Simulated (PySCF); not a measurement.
# Trend along the chalcogens: MCs cations

MP2 with double-zeta basis sets in PySCF, for the lowest determinant that a PBE0 search found; no spin–orbit coupling. De refers to high-spin ground-configuration atoms (the charge goes to the atom of lower measured ionisation energy or higher electron affinity, which is not always the lowest computed limit).

```
 M     basis  reference, frozen orbitals  charged atom  state (unpaired electrons)  Re (Å)  ωe (cm⁻¹)  De (eV)
 O  def2-SVP                      UHF, 1           Cs+              triplet (π ↑↑)   3.379        106     0.19
 S  def2-SVP                      UHF, 5           Cs+              triplet (π ↑↑)   3.783       83.5     0.30
Te  def2-SVP                      UHF, 4           Cs+              triplet (π ↑↑)   4.137       48.3     0.31
```

The row for M = Se is missing. Estimate Re, ωe and De as the mean of the rows for S and Te, and compare with the calculation.

The means are 3.960 Å, 65.9 cm⁻¹ and 0.30 eV. UHF-MP2 in def2-SVP gives CsSe⁺ as a triplet (π ↑↑) with Re = 3.913 Å, ωe = 58.0 cm⁻¹, De = 0.30 eV, so the estimate is off by +4.7 pm, +14 % and +0.00 eV.

Correlated steps freeze the inner cores (1 to 9 orbitals); shallow outer-core shells are correlated. Weak bonds: CsO⁺, CsSe⁺, CsS⁺, CsTe⁺. Basis-set superposition, not corrected here, can be much of De in a small basis, most of all at correlated wavefunction levels. These are scalar-relativistic numbers at best; spin–orbit coupling would shift them, the dissociation energy most. For an ion De counts to the pair picked by the measured ionisation energies or electron affinities, which need not be the lowest pair at this level. States were picked by a PBE0 search and need not be the measured ground states.
